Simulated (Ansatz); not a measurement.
The same path of BH2NaSe (5 atoms, charge 0, multiplicity 1) was run twice with different band settings. Lost on the way: B1–H4. Made: Se2–H4.

Computed with RKS B3LYP/def2-SVP in Ansatz 0.2.0.

Relaxed end points:

```xyz
5
Properties=species:S:1:pos:R:3
B -0.526 0.118 -0.281
Se 0.645 -1.289 -0.790
Na 1.732 -0.051 1.259
H -1.562 0.352 -0.857
H -0.289 0.870 0.670
```

```xyz
5
Properties=species:S:1:pos:R:3
B 0.177 0.273 0.412
Se -0.273 -0.855 -1.073
Na 2.318 -0.212 1.552
H -1.595 -0.344 -1.565
H -0.628 1.138 0.675
```

Common settings: spring 5.0 eV/Å²; optimiser quadratic models (default); start path through a guess of the saddle point; force threshold 0.05 eV/Å; end points relaxed.

| run | movable images | climbing image | iteration limit |
| --- | --- | --- | --- |
| 1 | 9 | yes | 36 |
| 2 | 3 | no | 60 |

Question: What does each run give, and how far can it be trusted?

Answer: Run 1: converged after 16 iterations, highest image 3.480 eV above the first end. Neighbouring images differ by up to 1.4 eV, so the band resolves the path poorly. A vibrational analysis at the climbing image gives one clearly imaginary mode, 307i cm⁻¹: a first-order saddle point.
Run 2: converged after 17 iterations, highest image 3.490 eV above the first end. Neighbouring images differ by up to 2.6 eV, so the band resolves the path poorly. No image climbed, so the highest image needn't sit at the top of the path. So few images can step over the top or miss a turn of the path.
The orbitals stay closed-shell, which can raise the energy where a bond breaks towards radicals; this wasn't checked here.
